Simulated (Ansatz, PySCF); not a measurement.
C₂H₈Sn, SMILES [CH3][SnH2][CH3]. Atoms are numbered in the order given.

```xyz
11

Sn     0.0098     0.2949    -0.1467
C      1.7130    -1.0263     0.1143
C     -1.7605    -0.6013     0.7350
H      0.3312     1.8120     0.6129
H     -0.2573     0.5708    -1.8304
H      1.5153    -1.9913    -0.3748
H      2.6144    -0.5794    -0.3294
H      1.8907    -1.1990     1.1858
H     -2.6280     0.0622     0.6077
H     -1.9732    -1.5643     0.2483
H     -1.5967    -0.7726     1.8089
```
Charge 0, spin multiplicity 1.

The structure is a stationary point at B3LYP-D3(BJ)/def2-SVP. The def2 effective core potentials stand for the cores of Sn; spin–orbit coupling is left out.

Two levels are set side by side: PBE-D3(BJ)/def2-SVP (Ansatz, an electronic-structure program) and B3LYP-D3(BJ)/def2-SVP (Ansatz). Each level has its own optimised geometry; the coordinates shown are those of the second. Frequencies come from the Hessian of PySCF at each geometry. Differences are taken from unrounded values.

| quantity | B3LYP-D3(BJ) |
|---|---|
| mean bond length (Å) | 1.439 |
| bond Sn1–C2 (Å) | 2.171 |
| bond Sn1–C3 (Å) | 2.171 |
| bond Sn1–H4 (Å) | 1.727 |
| bond Sn1–H5 (Å) | 1.727 |
| bond C2–H6 (Å) | 1.100 |
| bond C2–H7 (Å) | 1.100 |
| bond C2–H8 (Å) | 1.100 |
| bond C3–H9 (Å) | 1.100 |
| bond C3–H10 (Å) | 1.100 |
| bond C3–H11 (Å) | 1.100 |
| highest harmonic wavenumber (cm⁻¹) | 3151 |
| mean harmonic wavenumber (cm⁻¹) | 1376 |
| zero-point energy (kcal/mol) | 53.11 |

Task: What does PBE-D3(BJ) give, and how far is it from B3LYP-D3(BJ)? (An estimate is asked for; the answer gives what the named calculation found.)

Result: 
```json
[
 {"quantity": "mean bond length (Å)", "PBE-D3(BJ)": "1.446", "PBE-D3(BJ) minus B3LYP-D3(BJ)": "0.006"},
 {"quantity": "bond Sn1–C2 (Å)", "PBE-D3(BJ)": "2.173", "PBE-D3(BJ) minus B3LYP-D3(BJ)": "0.002"},
 {"quantity": "bond Sn1–C3 (Å)", "PBE-D3(BJ)": "2.173", "PBE-D3(BJ) minus B3LYP-D3(BJ)": "0.002"},
 {"quantity": "bond Sn1–H4 (Å)", "PBE-D3(BJ)": "1.736", "PBE-D3(BJ) minus B3LYP-D3(BJ)": "0.009"},
 {"quantity": "bond Sn1–H5 (Å)", "PBE-D3(BJ)": "1.736", "PBE-D3(BJ) minus B3LYP-D3(BJ)": "0.009"},
 {"quantity": "bond C2–H6 (Å)", "PBE-D3(BJ)": "1.107", "PBE-D3(BJ) minus B3LYP-D3(BJ)": "0.007"},
 {"quantity": "bond C2–H7 (Å)", "PBE-D3(BJ)": "1.107", "PBE-D3(BJ) minus B3LYP-D3(BJ)": "0.007"},
 {"quantity": "bond C2–H8 (Å)", "PBE-D3(BJ)": "1.107", "PBE-D3(BJ) minus B3LYP-D3(BJ)": "0.007"},
 {"quantity": "bond C3–H9 (Å)", "PBE-D3(BJ)": "1.107", "PBE-D3(BJ) minus B3LYP-D3(BJ)": "0.007"},
 {"quantity": "bond C3–H10 (Å)", "PBE-D3(BJ)": "1.107", "PBE-D3(BJ) minus B3LYP-D3(BJ)": "0.007"},
 {"quantity": "bond C3–H11 (Å)", "PBE-D3(BJ)": "1.107", "PBE-D3(BJ) minus B3LYP-D3(BJ)": "0.007"},
 {"quantity": "highest harmonic wavenumber (cm⁻¹)", "PBE-D3(BJ)": "3104", "PBE-D3(BJ) minus B3LYP-D3(BJ)": "-47"},
 {"quantity": "mean harmonic wavenumber (cm⁻¹)", "PBE-D3(BJ)": "1343", "PBE-D3(BJ) minus B3LYP-D3(BJ)": "-33"},
 {"quantity": "zero-point energy (kcal/mol)", "PBE-D3(BJ)": "51.83", "PBE-D3(BJ) minus B3LYP-D3(BJ)": "-1.28"}
]
```

Exact exchange shortens and stiffens bonds; PBE has none. Differences between two approximate levels are no errors against the true value.
